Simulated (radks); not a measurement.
Task: The table gives one normalised radial function P(r) = r R(r) of Sm+ in [Xe] 4f6 6s0.75 6p0.25 (r in bohr). Calculated with a radial shooting solver on a logarithmic mesh with Libxc functionals: scalar-relativistic Kohn-Sham, PBE, spin-polarised, spherical densities, finite nucleus; open shells are filled with parallel spins first (spin-orbit coupling, left out, can overturn this in heavy ions); Fermi nuclear charge, rms radius 5.0819 fm.

r          P
0.002078  0.0000
0.002839  0.0000
0.003879  0.0000
0.005299  0.0000
0.007239  0.0000
0.009969  0.0000
0.01362   0.0001
0.01861   0.0002
0.02542   0.0007
0.03473   0.0021
0.04782   0.0064
0.06533   0.0174
0.08925   0.0444
0.1219    0.1039
0.1679    0.2229
0.2294    0.4132
0.3134    0.6610
0.4282    0.8957
0.5849    1.0118
0.8055    0.9488
1.1       0.7562
1.503     0.5217
2.054     0.3120
2.806     0.1612
3.864     0.0691
5.279     0.0234
7.212     0.0054
9.853     0.0007
13.46     0.0000

Which n and l does it have? It may be an empty orbital.

Result: n = 4, l = 3: the number of nodes gives n - l - 1 = 0, the rise at small r (about r^(l+1), flatter next to the nucleus through relativity) gives l, and the extent must fit the shell. The curve is that of 4f up; the table hardly tells the two spins apart. 4f up: eigenvalue -10.101 eV, 0 radial nodes, <r> = 0.986 bohr, 90 % of the charge inside 1.73 bohr.
